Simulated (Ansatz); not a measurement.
Correlation energies of `F[CH]1[AlH][GeH2]1` by basis set

```xyz
8

F     0.0740   -2.0014   -0.8473
C    -0.2491   -0.9318   -0.0496
Al   -1.3703    0.6413   -0.2624
Ge    0.9538    0.6715    0.3539
H    -0.4224   -1.2858    0.9834
H    -2.6527    1.2620   -0.9555
H     1.8397    1.0981   -0.8364
H     1.8271    0.5461    1.6139
```

Charge 0, multiplicity 1. Correlated methods include outer-core shells of Ge, which these sets cover unevenly. Scalar relativity is left out up to krypton. The structure was optimised at the PBE0-D4/def2-TZVP level. Frozen core, restricted reference, Ansatz.

| basis | HF (Eh) | MP2 corr. |
| --- | --- | --- |
| def2-SVP | -2456.37271 | -0.61043 |
| def2-TZVPP | -2456.89394 | -0.74737 |
| def2-QZVPP | -2456.94893 | -1.05240 |

(1) Estimate the CCSD correlation energy and the (T) correction in each basis where they were run (hartree).

Answers

(1) 
```json
{"basis": "def2-SVP", "CCSD corr.": "-0.63953", "(T)": "-0.01903"}
{"basis": "def2-TZVPP", "CCSD corr.": "-0.77387", "(T)": "-0.03007"}
```
